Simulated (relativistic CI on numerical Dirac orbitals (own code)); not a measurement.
**Spin-allowed bands of a d3 ion in an octahedral site, by hand**

Problem. A d3 ion in an octahedral site has a 4A2 ground term and spin-allowed bands at ν1 = 10500 and ν2 = 15257 cm⁻¹ (from a computed ligand-field model). Find Δ and the Racah parameter B, and predict the third band.

Working.
1. The F term splits into A2 (−1.2Δ), T2 (−0.2Δ) and T1 (+0.6Δ), so ν1 = E(T2) − E(A2) = Δ = 10500 cm⁻¹.
2. T1(F) mixes with T1(P), which lies at 15B, through an element 0.4Δ. The two roots, counted from A2, are ν2,3 = ½(15B + 3Δ) ∓ ½√[(15B − Δ)² + 12BΔ].
3. Solving the lower root for B gives B = (2ν1² + ν2² − 3ν1ν2)/(15ν2 − 27ν1) = -27319451/-54645 = 500 cm⁻¹.
4. The sum of the roots is 15B + 3Δ, so ν3 = 15B + 3ν1 − ν2 = 23742 cm⁻¹ (421 nm).

Check. The bands were computed by exact diagonalisation of the d3 shell with B = 500 and Δ = 10500 cm⁻¹, which gives ν3 = 23743 cm⁻¹. C does not enter the terms of highest spin.
